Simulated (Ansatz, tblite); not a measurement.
Forces on CuSi₄⁺ at its PBE-D4/def2-SVP geometry. Charge 1, multiplicity 1.

The xTB rows come from tblite. The restricted singlet is unstable towards broken spin symmetry in Hartree–Fock (as tested in another run); at PBE-D4/def2-TZVP this wasn't settled. Another isomer (singlet) lies 0.30 eV lower at PBE0-D4/def2-TZVP; other spin states weren't run for this one.

GFN1-xTB (tblite), largest force 0.24 eV/Å:

```xyz
5
positions Å, forces eV/Å
Cu   -1.384    0.695   -0.178   -0.007    0.004    0.002
Si    0.056   -1.487    0.092   -0.031   -0.233    0.012
Si   -0.132    0.082    1.852   -0.076    0.039    0.088
Si    1.227    0.843    0.073    0.168    0.164    0.008
Si    0.233   -0.133   -1.839   -0.055    0.027   -0.110
```

GFN2-xTB (tblite), largest force 0.49 eV/Å:

```
Cu -0.026 0.012 -0.001
Si -0.240 -0.430 0.002
Si 0.000 0.003 0.314
Si 0.203 0.449 -0.005
Si 0.063 -0.034 -0.310
```

PBE-D4/def2-TZVP (Ansatz), largest force 0.14 eV/Å:

```
Cu -0.008 0.004 0.002
Si 0.003 0.099 -0.005
Si 0.053 -0.027 -0.125
Si -0.077 -0.062 -0.004
Si 0.029 -0.013 0.132
```
